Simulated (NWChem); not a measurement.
MgNH3S; SMILES [Mg]([NH2])[SH]

```xyz
6

Mg     0.0281    -0.5587    -0.0025
N      0.0076    -2.4437     0.0012
H     -0.0172    -3.0501    -0.8136
H      0.0248    -3.0476     0.8181
S      0.0560     1.7538    -0.0005
H     -1.2934     1.8470     0.0251
```
Atoms are numbered in this order, from 1.

Program: NWChem. The geometry was optimised at PBE0/def2-SVP. Ions are spin-unrestricted doublets at the neutral geometry; other ion states weren't tried.

What does the run give for PBE/def2-SVP? Quantities: vertical ionisation energy, ΔSCF (eV); −ε(HOMO) (eV).


```json
{
 "vertical ionisation energy, ΔSCF (eV)": "8.25",
 "−ε(HOMO) (eV)": "4.96"
}
```
